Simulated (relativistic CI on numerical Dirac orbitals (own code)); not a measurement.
## Pt⁴⁺ (5d6) in a crystal field

Calculated by Dirac-Coulomb-Breit CI, orbitals from a KLI potential per configuration, a model potential for QED, one configuration in a parametric crystal field, unscaled Slater integrals (own radial code). With so little scaling, terms lie 10 to 35 % too far apart, which can change the order of excited levels.

Field parameters in Wybourne normalisation: Td as Oh with Dq negative (B⁴₀ = 21Dq, B⁴₄ = √(5/14) B⁴₀). The field is a parameter set, without covalency.

S and J are read from ⟨S²⟩ = S(S + 1) and ⟨J²⟩ = J(J + 1) of each level; they are not fictitious spins.

Td, 10Dq = -3800 cm⁻¹, the lowest 16 levels:

```tsv
E (cm⁻¹)	Degeneracy	Irrep	S	J
0.0	1	A1	1.88	3.95
223	3	T1	1.88	3.95
277	2	E	1.86	3.90
856	3	T2	1.85	3.93
5594	1	A2	1.95	3.00
6655	3	T2	1.86	2.77
7390	2	E	1.72	2.20
8696	3	T1	1.93	2.96
9027	3	T2	1.79	2.44
11563	3	T1	1.87	1.27
11901	1	A1	1.82	0.44
17089	3	T2	1.01	4.01
18919	2	E	1.04	4.04
19614	3	T1	0.99	4.48
19952	1	A1	0.97	4.84
22416	2	E	1.06	4.27
```

Td, 10Dq = -6800 cm⁻¹, the lowest 16 levels:

| E (cm⁻¹) | Degeneracy | Irrep | S | J |
| --- | --- | --- | --- | --- |
| 0.0 | 1 | A1 | 1.88 | 3.87 |
| 313 | 2 | E | 1.84 | 3.75 |
| 359 | 3 | T1 | 1.88 | 3.86 |
| 1279 | 3 | T2 | 1.83 | 3.77 |
| 5059 | 1 | A2 | 1.95 | 3.00 |
| 7451 | 3 | T2 | 1.82 | 2.98 |
| 8568 | 2 | E | 1.68 | 2.51 |
| 10558 | 3 | T1 | 1.91 | 2.93 |
| 10923 | 3 | T2 | 1.74 | 2.55 |
| 13323 | 3 | T1 | 1.86 | 1.61 |
| 13456 | 1 | A1 | 1.80 | 0.91 |
| 15569 | 3 | T2 | 1.08 | 3.98 |
| 17858 | 2 | E | 1.15 | 4.07 |
| 18921 | 3 | T1 | 1.04 | 4.89 |
| 18974 | 1 | A1 | 1.00 | 5.23 |
| 21915 | 2 | E | 1.01 | 4.07 |

Td, 10Dq = -9800 cm⁻¹, the lowest 16 levels:

| E (cm⁻¹) | Degeneracy | Irrep | S | J |
| --- | --- | --- | --- | --- |
| 0.0 | 1 | A1 | 1.86 | 3.79 |
| 233 | 2 | E | 1.81 | 3.62 |
| 457 | 3 | T1 | 1.87 | 3.77 |
| 1420 | 3 | T2 | 1.80 | 3.61 |
| 4823 | 1 | A2 | 1.96 | 3.00 |
| 8817 | 3 | T2 | 1.75 | 3.20 |
| 10008 | 2 | E | 1.60 | 2.84 |
| 12274 | 3 | T2 | 1.51 | 3.06 |
| 12698 | 3 | T1 | 1.88 | 2.94 |
| 14577 | 3 | T2 | 1.36 | 3.67 |
| 15329 | 1 | A1 | 1.75 | 1.47 |
| 15488 | 3 | T1 | 1.83 | 1.95 |
| 16310 | 2 | E | 1.24 | 4.03 |
| 17679 | 1 | A1 | 1.08 | 5.19 |
| 17743 | 3 | T1 | 1.10 | 4.95 |
| 21787 | 2 | E | 1.00 | 4.06 |

The free-ion ground term has S = 2. Every field shown keeps that spin.

Levels of this model without a field, named by their leading LS term: 5D_4 0, 5D_3 6861, 5D_2 6877, 5D_1 10367, 5D_0 10810, 3H_4 18856, 3H_6 23140, 3H_5 23222 cm⁻¹.
